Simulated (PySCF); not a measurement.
Compound: C₇H₉Cl₃.
Z-matrix (Å and degrees, GFN2-xTB geometry), rows numbered from 1:
```
Cl
C   1  1.7932
Cl  2  1.7733  1  108.85
C   2  1.4982  1  109.75  3   123.46
C   4  1.5208  2  115.55  1    67.54
C   5  1.5333  4  105.75  2   155.42
Cl  6  1.7946  5  110.72  4   100.09
C   6  1.5335  5  106.94  4   -20.69
C   4  1.5055  2  123.62  1  -155.07
C   9  1.4992  4   59.94  2   110.00
H   2  1.0934  1  106.26  3  -114.93
H   5  1.0897  4  112.07  2   -82.85
H   5  1.0924  4  109.71  2    37.20
H   6  1.0903  5  111.94  4  -143.89
H   8  1.0919  6  109.54  5   -96.49
H   8  1.0898  6  111.34  5   143.91
H   9  1.0794  4  121.31 10  -107.74
H  10  1.0792  4  117.38  9   107.49
H  10  1.0774  4  118.25  9  -109.38
```

Computed with PBE0/pcSseg-1 in PySCF (dipole) on a GFN2-xTB geometry, gas phase.

Take the most abundant isotopes and a rigid rotor. The values belong to one conformer with, in the numbering `[Cl:1][CH:2]([Cl:3])[C@@:4]12[CH2:5][C@H:6]([Cl:7])[CH2:8][C@@H:9]1[CH2:10]2`, Cl1–C2–C4–C5 68°, C2–C4–C5–C6 155°, C4–C5–C6–Cl7 100°, C5–C6–C8–C9 22°, C6–C8–C9–C10 51°.

(1) What are A, B and C (MHz)?

(2) What kind of rotor is it?

(3) Is it planar, by Δ = Ic − Ia − Ib?

(4) Give the other two planar moments, Paa and Pbb, and the rms extents of the mass along the axes.

(5) Give the coordinates in the principal-axis frame, origin at the centre of mass.

(6) List the rotational levels J(Ka,Kc) to J = 3 (K).

(7) Which types of transition are allowed, and where do some lines up to J = 4 fall?

(8) Estimate the classical rotational partition function at 10 K, 25 K and 200 K.

Answers

(1) Ia = 313.66, Ib = 1007.15, Ic = 1180.56 u·Å²; 505379 MHz·u·Å²/I gives A = 1611, B = 501.8, C = 428.1 MHz.

(2) An asymmetric top: κ = (2 × 501.8 − 1611 − 428.1)/(1611 − 428.1) = -0.88.

(3) Not planar: Δ = Ic − Ia − Ib = -140.25 u·Å². For a rigid frame Δ = −2 Σ m c², so Σ m c² = 70.12 u·Å² lies off the ab plane: 18.38 from hydrogen and 51.74 from heavier atoms. The atom farthest from that plane is 1.89 Å away.

(4) Paa = Σ m a² = (Ib + Ic − Ia)/2 = 937.03 and Pbb = Σ m b² = (Ia + Ic − Ib)/2 = 243.53 u·Å². With the mass M = 197.98 u, the rms extents √(P/M) along a, b and c are 2.18, 1.11, 0.60 Å.

(5) The sense of each axis is arbitrary; atoms in the order of the calculation.
```tsv
atom	mass (u)	a (Å)	b (Å)	c (Å)
Cl1	34.969	-2.102	-1.715	0.067
C2	12.000	-1.584	-0.102	-0.520
Cl3	34.969	-2.671	1.128	0.150
C4	12.000	-0.152	0.136	-0.148
C5	12.000	0.864	-0.748	-0.853
C6	12.000	2.183	0.033	-0.830
Cl7	34.969	3.253	-0.564	0.481
C8	12.000	1.825	1.508	-0.610
C9	12.000	0.449	1.507	0.019
C10	12.000	0.236	0.629	1.215
H11	1.008	-1.736	-0.107	-1.603
H12	1.008	0.966	-1.720	-0.369
H13	1.008	0.553	-0.916	-1.887
H14	1.008	2.762	-0.117	-1.742
H15	1.008	1.789	2.023	-1.573
H16	1.008	2.565	2.007	0.015
H17	1.008	-0.149	2.399	-0.091
H18	1.008	-0.561	0.897	1.892
H19	1.008	1.088	0.179	1.697
```

(6) Above 0(0,0), as E/k:
J = 1: 1(0,1) 0.045, 1(1,1) 0.098, 1(1,0) 0.101
J = 2: 2(0,2) 0.134, 2(1,2) 0.184, 2(1,1) 0.194, 2(2,1) 0.354, 2(2,0) 0.354
J = 3: 3(0,3) 0.267, 3(1,3) 0.312, 3(1,2) 0.333, 3(2,2) 0.488, 3(2,1) 0.489, 3(3,1) 0.763, 3(3,0) 0.763
Those of J = 1 are B + C, A + C and A + B.

(7) The dipole components are |μa| = 0.76 D, |μb| = 1.40 D, |μc| = 2.30 D. The squared components, which scale the intensities, stand as 0.11 : 0.37 : 1.00 (a : b : c). Some lines, for components of 0.1 D or more:

| type | branch | J(Ka,Kc) | MHz | lower level (cm⁻¹) |
| --- | --- | --- | --- | --- |
| a | Q | 3(1,2) ← 3(1,3) | 442 | 0.217 |
| b | R | 4(1,3) ← 3(2,2) | 639 | 0.339 |
| a | Q | 4(1,3) ← 4(1,4) | 736 | 0.336 |
| b | R | 2(0,2) ← 1(1,1) | 747 | 0.068 |
| c | Q | 3(1,3) ← 3(0,3) | 941 | 0.186 |
| b | Q | 3(1,2) ← 3(0,3) | 1383 | 0.186 |
| b | R | 3(0,3) ← 2(1,2) | 1736 | 0.128 |
| a | R | 2(1,1) ← 1(1,0) | 1933 | 0.070 |
| c | R | 1(1,0) ← 0(0,0) | 2113 | 0.000 |
| b | R | 4(0,4) ← 3(1,3) | 2744 | 0.217 |
| b | R | 2(1,2) ← 1(0,1) | 2896 | 0.031 |
| a | R | 3(1,2) ← 2(1,1) | 2898 | 0.135 |
| c | Q | 4(2,3) ← 4(1,3) | 3077 | 0.360 |
| b | Q | 4(2,2) ← 4(1,3) | 3130 | 0.360 |
| a | R | 4(2,3) ← 3(2,2) | 3717 | 0.339 |
| a | R | 4(3,2) ← 3(3,1) | 3726 | 0.530 |
| c | R | 3(1,2) ← 2(0,2) | 4158 | 0.093 |
| b | R | 4(1,4) ← 3(0,3) | 4506 | 0.186 |
| b | R | 4(2,3) ← 3(1,2) | 6937 | 0.232 |
| b | Q | 4(4,0) ← 4(3,1) | 8017 | 0.655 |
| b | R | 4(3,1) ← 3(2,2) | 9461 | 0.339 |
| c | R | 4(4,0) ← 3(3,0) | 11744 | 0.530 |

(8) Point group C1, symmetry number σ = 1; q = (√π/σ)·√((kT/h)³/(ABC)), k/h = 20836.6 MHz/K: 9060 at 10 K, 35800 at 25 K, 810000 at 200 K.

GFN2-xTB frequencies: not computed here. Zero-point vibration and centrifugal distortion are left out. Quadrupole hyperfine structure (35Cl) is left out.
